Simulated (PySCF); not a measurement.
Sb: ionisation energy

Sb [Kr] 4d10 5s2 5p3 (4S) → Sb⁺ [Kr] 4d10 5s2 5p2 (3P), as a difference of total energies. Calculation: PySCF 2.14, in aug-cc-pwCVDZ-PP with ECP28MDF; a scalar-relativistic core potential. Correlated levels: valence and next inner shell: nothing frozen outside the core potential. The calculations carry no spin-orbit coupling.

```csv
method,ionisation energy (eV)
UHF,8.593
MP2 (valence and next inner shell),9.011
SCS-MP2 (valence and next inner shell),8.861
CCSD (valence and next inner shell),8.909
CCSD(T) (valence and next inner shell),8.920
```

Errors of the correlated levels include the incompleteness of this basis.

Problem. Which method comes closest to the reference value, and which is furthest?

Solution. The reference is 9.124 eV (measured; NIST levels, between the centres of gravity of the two terms). Closest: MP2 (valence and next inner shell) (error -0.113 eV); furthest: UHF (error -0.531 eV).
